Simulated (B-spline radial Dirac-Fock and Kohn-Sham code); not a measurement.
## Compton profile of Fe⁵⁺

System: iron as Fe⁵⁺, [Ar] 3d3, inside a Watson sphere of charge -5 and radius 1.8 Å (a model of the Madelung potential; inside it an electron's potential energy is raised by 40.0 eV).

Input of the calculation (task.json; shells as n, l, electrons):

```json
{"items": [{
  "Z": 26,
  "q": 5,
  "cfg": [[1, 0, 2], [2, 0, 2], [2, 1, 6], [3, 0, 2], [3, 1, 6], [3, 2, 3]],
  "A": 56,
  "rrms": 3.7377,
  "watson": [-5, 1.8],
  "do": ["scatter"],
  "s": [0.0, 0.05, 0.1, 0.15, 0.2, 0.25, 0.3, 0.35, 0.4, 0.45, 0.5, 0.6, 0.7, 0.8, 0.9, 1.0, 1.1, 1.2, 1.4, 1.6, 1.8, 2.0, 2.5, 3.0, 3.5, 4.0, 5.0, 6.0],
  "pz": [0, 0.1, 0.2, 0.3, 0.4, 0.5, 0.6, 0.8, 1.0, 1.2, 1.4, 1.6, 1.8, 2.0, 2.5, 3.0, 4.0, 5.0, 7.0, 10.0, 15.0, 20.0, 30.0, 40.0, 60.0, 100.0],
  "hv_scatter": [2000, 5000, 8047.8, 10000, 17479.3, 30000, 50000, 500000]
}]}
```

Run with: `python xray_run.py task.json out`

The computed values come from a radial B-spline solver: the impulse approximation on Dirac-Fock orbitals of the configuration average with a finite nucleus. pz is in atomic units of momentum; subshell profiles are per electron, for a selection of subshells; open shells are spread over both j values by their weights.

```
 pz    J total   J 2s1/2   J 3p3/2   J 3d5/2
  0      3.074     0.126     0.206     0.157
0.2      3.061     0.125     0.206     0.157
0.3      3.044     0.125     0.206     0.157
0.4      3.019     0.125     0.206     0.157
0.5      2.988     0.124     0.205     0.157
0.6      2.950     0.123     0.204     0.157
0.8      2.851     0.121     0.201     0.156
  1      2.724     0.118     0.194     0.155
1.2      2.571     0.115     0.183     0.152
1.4      2.398     0.111     0.170     0.148
1.6      2.212     0.107     0.154     0.142
1.8      2.020     0.102     0.136     0.134
  2      1.831    0.0977     0.117     0.124
2.5      1.407    0.0851    0.0744    0.0977
  3      1.085    0.0721    0.0425    0.0723
  4     0.7075    0.0480    0.0121    0.0360
  5     0.5191    0.0293   0.00515    0.0172
  7     0.3134   0.00920   0.00437   0.00402
 10     0.1537   0.00286   0.00254  0.000560
 15    0.05618   0.00248  0.000576  3.73e-05
 20    0.02515   0.00155  0.000134  4.27e-06
 30   0.006605  0.000422  1.15e-05    < 1e-6
 40   0.002105  0.000122  1.65e-06    < 1e-6
 60  0.0003268  1.67e-05    < 1e-6    < 1e-6
100  2.450e-05  1.13e-06    < 1e-6    < 1e-6
```

J(0) = 3.074. The 3p3/2 subshell gives the largest part, 27 %.

Mean momentum ⟨p⟩ by subshell (a.u.): 1s1/2 22.1, 2s1/2 7.32, 2p1/2 9.85, 2p3/2 9.73, 3s1/2 3.10, 3p1/2 3.62, 3p3/2 3.59, 3d3/2 3.94, 3d5/2 3.93.
